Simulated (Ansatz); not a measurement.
`C#[C][Hf]([F])([N](C)C)[N](C)C`, relaxed with RKS PBE0-D4/def2-TZVP in Ansatz 0.2.0 from a GFN2-xTB geometry. The force threshold is 0.005 eV/Å; the program also tests the step.

Total charge 0; spin multiplicity 1. Hf takes the def2 core potential.

Start:

```xyz
23

C     2.847    1.034   -2.111
C     1.973    0.784   -1.315
Hf    0.449    0.245    0.146
F     1.066    0.479    1.942
N    -1.196    1.384    0.088
C    -0.727    2.737    0.361
C    -2.023    0.931    1.200
N    -0.171   -1.661    0.075
C    -0.418   -2.067   -1.297
C     0.938   -2.426    0.624
H     3.610    1.265   -2.806
H    -0.101    3.085   -0.470
H    -0.149    2.795    1.307
H    -1.576    3.430    0.454
H    -2.929    1.550    1.285
H    -1.486    0.995    2.166
H    -2.329   -0.105    1.023
H    -1.230   -1.462   -1.714
H    -0.725   -3.123   -1.341
H     0.481   -1.961   -1.940
H     1.869   -2.307    0.024
H     1.126   -2.102    1.653
H     0.701   -3.500    0.646
```

Q: How much energy does the relaxation release, and in how many steps? (An estimate is asked.)

A: Ansatz gave: 110.91 kJ/mol, in 19 steps.

Q: Which bonds change most? (Best estimate.)

A: Ansatz gave: C2–Hf3 from 2.179 to 2.210 Å; N5–C7 from 1.459 to 1.439 Å.

Q: Give the relaxed structure. (Estimate.)

A: The calculation gave: 
```xyz
23

C     2.206    1.467   -2.680
C     1.752    1.058   -1.629
Hf    0.987    0.310    0.304
F     2.219    0.639    1.743
N    -0.739    1.314    0.608
C    -0.583    2.701    0.989
C    -2.118    0.912    0.532
N     0.547   -1.644    0.082
C    -0.271   -1.963   -1.067
C     0.918   -2.798    0.858
H     2.604    1.826   -3.602
H     0.478    2.979    1.050
H    -1.028    2.907    1.972
H    -1.047    3.376    0.257
H    -2.669    1.503   -0.213
H    -2.631    1.042    1.496
H    -2.200   -0.141    0.254
H    -0.512   -1.059   -1.642
H    -1.222   -2.431   -0.773
H     0.245   -2.645   -1.755
H     1.489   -3.520    0.258
H     1.539   -2.509    1.710
H     0.035   -3.322    1.250
```
